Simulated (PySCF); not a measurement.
## Dipole response of Co²⁺ (cobalt, charge +2)

[Ar] 3d7, high-spin 4F determinant. Computed with PySCF 2.14 in aug-cc-pVQZ (9s8p6d4f3g2h, 140 functions), with the non-relativistic Hamiltonian (point nucleus). Coupled (time-dependent) response in atomic units; α is the mean over directions.

```json
{"method": "UHF", "mean α (bohr³)": "2.851", "C₆ (like pair)": "7.959", "S(−4)": "3.601"}
```

S(−4) is the Cauchy moment in α(ω) = α(0) + S(−4) ω² + …

α(iu) at UHF:

```csv
u (hartree),α(iu) (bohr³)
0,2.851
0.0500,2.842
0.100,2.816
0.200,2.719
0.300,2.583
0.500,2.273
0.750,1.923
1.00,1.642
1.50,1.242
2.00,0.9724
3.00,0.6405
5.00,0.3362
```

A single London oscillator, α(iu) = α/(1 + u²/ω²), gives C₆ = (3/4) ω α². Matching the computed C₆ needs ω = 4 × 7.959 / (3 × 2.851²) = 1.31 hartree.

For an ion, C₆ is the dispersion term alone; charge-induced terms of lower order in 1/R come first.
